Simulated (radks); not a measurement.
Ionisation of neutral chlorine, [Ne] 3s2 3p5, to [Ne] 3s2 3p4 as the strength of local exchange is varied. Calculated with a radial shooting solver on a logarithmic mesh with Libxc functionals: non-relativistic Kohn-Sham, Slater X-alpha exchange (alpha = 2/3 is LDA exchange), no correlation, spin-polarised, spherical densities, point nucleus; open shells are filled with parallel spins first.

| alpha | E(Cl) (hartree) | exchange (hartree) | IE (eV) | -e of the level emptied (eV) | <r> of it (bohr) |
|---|---|---|---|---|---|
| 0.572 | -453.76741 | -21.53353 | 10.690 | 5.980 (3p) | 1.935 |
| 0.667 | -457.35609 | -25.28268 | 11.715 | 6.920 (3p) | 1.888 |
| 0.758 | -460.81672 | -28.91969 | 12.741 | 7.872 (3p) | 1.845 |
| 0.777 | -461.54211 | -29.68470 | 12.960 | 8.077 (3p) | 1.836 |
| 0.964 | -468.73373 | -37.31751 | 15.215 | 10.207 (3p) | 1.758 |
| 0.977 | -469.23720 | -37.85511 | 15.378 | 10.363 (3p) | 1.753 |
| 1.007 | -470.40081 | -39.09919 | 15.758 | 10.726 (3p) | 1.741 |
| ? | -466.41594 | -34.84802 | 14.473 | 9.502 (3p) | 1.782 |

Which alpha was used in the last row?

Answer. alpha = 0.904. NIST Atomic Spectra Database: 12.968 eV (measured). The Delta-SCF value meets it near alpha = 0.78. Open shells are spherical and high-spin; term and fine-structure splittings are not resolved.
